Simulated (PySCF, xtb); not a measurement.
Dissociation curve of BeF, doublet.

Levels: ROHF/cc-pVDZ (PySCF); GFN1-xTB (xtb); UKS-B3LYP/3-21G = unrestricted B3LYP/3-21G in PySCF.

Energies are in kcal/mol, each relative to the lowest point of its own curve near equilibrium.

| R / Å | ROHF | GFN1-xTB | UKS-B3LYP/3-21G |
|---|---|---|---|
| 1.04 | 109.7 | 106.8 | 114.9 |
| 1.10 | 66.2 | 60.4 | 67.6 |
| 1.17 | 33.3 | 27.8 | 32.3 |
| 1.22 | 18.3 | 14.0 | 16.7 |
| 1.29 | 5.9 | 3.7 | 4.5 |
| 1.33 | 2.2 | 1.0 | 1.2 |
| 1.37 | 0.3 | 0.0 | 0.0 |
| 1.41 | 0.0 | 0.2 | 0.4 |
| 1.44 | 0.6 | 1.0 | 1.6 |
| 1.52 | 4.8 | 4.9 | 7.4 |
| 1.60 | 11.8 | 10.4 | 15.7 |
| 1.71 | 24.0 | 19.1 | 29.3 |
| 1.87 | 44.0 | 32.0 | 50.4 |
| 2.04 | 65.3 | 44.5 | 71.9 |
| 2.24 | 88.6 | 56.7 | 93.5 |

At the longest distance, 2.24 Å, UKS-B3LYP/3-21G lies highest above its minimum (93.5 kcal/mol) and GFN1-xTB lowest (56.7 kcal/mol).

The scan ran from 1.04 to 5.46 Å; beyond the distances shown one of the unrestricted levels run for this scan, shown here or not, changes its spin distribution in one step.
